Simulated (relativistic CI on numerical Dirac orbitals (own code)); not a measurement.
What each ingredient does to the levels of Lu53+

Base calculation: Dirac-Coulomb-Breit CI, orbitals from a KLI potential per configuration, model QED, unscaled Slater integrals.

Configuration list (outside the closed core [Ne]): 3s2 3p6, 3s2 3p5 3d, 3s 3p6 3d, 3s2 3p5 4s, 3s2 3p5 4p, 3s2 3p5 4d, 3s 3p6 4s, 3p6 3d 4p, 3p6 3d2, 3p5 3d3, 3p5 3d2 4s, 3p5 3d2 4p, 3p5 3d2 4d, 3p6 3d 4s, 3p5 3d 4s2, 3p5 3d 4s 4p, 3p5 3d 4s 4d. Double excitations out of closed p, d and f shells are left out; levels of such configurations are missing from the list, as are those of other unlisted configurations, and high levels can miss mixing partners.

Variants: (1) non-relativistic limit. Shifts of the energy above 3s2 3p6 1S_0, in eV, for the lowest level and the first level of each name with at least 55 % of one term (blank where a level changes its place among those of its configuration and J or its character, or is not in the variant):

```
           Level     Base     Δ(1)
    3s2 3p6 1S_0     0.00     0.00
3s2 3p5 3d 3P°_0   224.59   -11.45
3s2 3p5 3d 3P°_1   235.11   -21.96
3s2 3p5 3d 3F°_3   239.58   -17.69
3s2 3p5 3d 3F°_4   297.01   -75.11
3s2 3p5 3d 3D°_3   313.14         
3s2 3p5 3d 3F°_2   518.43         
  3s 3p6 3d 3D_1   725.10  -322.59
  3s 3p6 3d 3D_2   731.31  -328.80
  3s 3p6 3d 3D_3   789.41  -386.90
  3s 3p6 3d 1D_2   802.87  -383.37
    3p6 3d2 3F_2  1465.85  -649.25
    3p6 3d2 3P_0  1489.02  -658.09
    3p6 3d2 3F_3  1526.43  -709.83
    3p6 3d2 1G_4  1539.99         
    3p6 3d2 3P_1  1541.91  -710.98
    3p6 3d2 3F_4  1595.51         
    3p6 3d2 1S_0  1628.67  -764.17
   3p5 3d3 3P°_1  1823.14         
   3p5 3d3 3I°_7  1823.86  -780.79
```

At this charge energies of transitions that change n are usually good to better than 1 %, and those within a shell (Δn = 0) to a few per cent.

Ionisation energy from the two ground configurations alone: base 5167.49 eV. The NIST ASD value (theoretical) is 5168 eV.

LS names give the leading component of a level, which can be under half, so a name can repeat, a term be missing and a line seem to break the LS rules.
